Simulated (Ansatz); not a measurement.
Start from `BrB(Br)Br` and change one atom or group to get `COB(Br)Br`.

Ansatz, PBE0-D4/def2-TZVP geometries, multiplicity 1. Each molecule was computed in one conformer, which needn't be the lowest.

Scalar relativity is left out up to krypton.

```json
{"property": "size of the dipole moment (B3LYP/def2-TZVPP) / D", "`BrB(Br)Br`": "0.00"}
{"property": "LUMO energy (PBE/def2-TZVPP) / eV", "`BrB(Br)Br`": "-2.92"}
{"property": "HOMO energy (B3LYP/def2-TZVPP) / eV", "`BrB(Br)Br`": "-8.02"}
{"property": "size of the dipole moment (PBE/def2-TZVPP) / D", "`BrB(Br)Br`": "0.00"}
{"property": "size of the dipole moment (ωB97M-V/def2-TZVPP) / D", "`BrB(Br)Br`": "0.00"}
{"property": "HOMO–LUMO gap (PBE/def2-TZVPP) / eV", "`BrB(Br)Br`": "4.09"}
```

**Question.** Give the same properties after the change, and the shifts. (An estimate is asked.)

**Answer.** Computed: 
```tsv
property	`COB(Br)Br`	shift
size of the dipole moment (B3LYP/def2-TZVPP) / D	2.53	2.53
LUMO energy (PBE/def2-TZVPP) / eV	-1.47	1.45
HOMO energy (B3LYP/def2-TZVPP) / eV	-7.86	0.16
size of the dipole moment (PBE/def2-TZVPP) / D	2.46	2.46
size of the dipole moment (ωB97M-V/def2-TZVPP) / D	2.56	2.56
HOMO–LUMO gap (PBE/def2-TZVPP) / eV	5.38	1.29
```

With PBE0 the HOMO rises by 0.16 eV and the LUMO rises by 1.55 eV, so the gap widens by about 1.39 eV. PBE moves the HOMO by 0.16 eV and ωB97M-V by 0.16 eV.

B3LYP here is the variant with VWN-RPA as its local correlation; programs differ in this.

Spin–orbit coupling is left out; it splits and shifts lone-pair levels of the heavy atoms by tenths of an eV.
